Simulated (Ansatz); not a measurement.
Start from `C[O][Mo](=[NH])(=[NH])[NH2]` and change one atom or group to get `[NH]=[Mo](=[NH])([NH2])[NH2]`.

Ansatz, PBE0-D4/def2-TZVP geometries, multiplicity 1. Each molecule was computed in one conformer, which needn't be the lowest.

Elements past krypton have def2 core potentials.

```json
{"property": "HOMO–LUMO gap (PBE/def2-TZVPP) / eV", "`C[O][Mo](=[NH])(=[NH])[NH2]`": "4.11"}
{"property": "HOMO energy (PBE/def2-TZVPP) / eV", "`C[O][Mo](=[NH])(=[NH])[NH2]`": "-5.84"}
{"property": "HOMO–LUMO gap (ωB97M-V/def2-TZVPP) / eV", "`C[O][Mo](=[NH])(=[NH])[NH2]`": "10.44"}
{"property": "LUMO energy (PBE0/def2-TZVPP) / eV", "`C[O][Mo](=[NH])(=[NH])[NH2]`": "-0.95"}
{"property": "LUMO energy (B3LYP/def2-TZVPP) / eV", "`C[O][Mo](=[NH])(=[NH])[NH2]`": "-1.17"}
{"property": "HOMO–LUMO gap (PBE0/def2-TZVPP) / eV", "`C[O][Mo](=[NH])(=[NH])[NH2]`": "6.20"}
```

Task: Give the same properties after the change, and the shifts. (Best estimate.)

Result: Ansatz gave: 
```json
{"property": "HOMO–LUMO gap (PBE/def2-TZVPP) / eV", "`[NH]=[Mo](=[NH])([NH2])[NH2]`": "3.75", "shift": "-0.36"}
{"property": "HOMO energy (PBE/def2-TZVPP) / eV", "`[NH]=[Mo](=[NH])([NH2])[NH2]`": "-5.35", "shift": "0.49"}
{"property": "HOMO–LUMO gap (ωB97M-V/def2-TZVPP) / eV", "`[NH]=[Mo](=[NH])([NH2])[NH2]`": "10.11", "shift": "-0.33"}
{"property": "LUMO energy (PBE0/def2-TZVPP) / eV", "`[NH]=[Mo](=[NH])([NH2])[NH2]`": "-0.78", "shift": "0.17"}
{"property": "LUMO energy (B3LYP/def2-TZVPP) / eV", "`[NH]=[Mo](=[NH])([NH2])[NH2]`": "-1.01", "shift": "0.16"}
{"property": "HOMO–LUMO gap (PBE0/def2-TZVPP) / eV", "`[NH]=[Mo](=[NH])([NH2])[NH2]`": "5.84", "shift": "-0.36"}
```

With PBE0 the HOMO rises by 0.52 eV and the LUMO rises by 0.17 eV, so the gap narrows by about 0.35 eV. PBE moves the HOMO by 0.49 eV and ωB97M-V by 0.55 eV.

B3LYP here is the variant with VWN-RPA as its local correlation; programs differ in this.
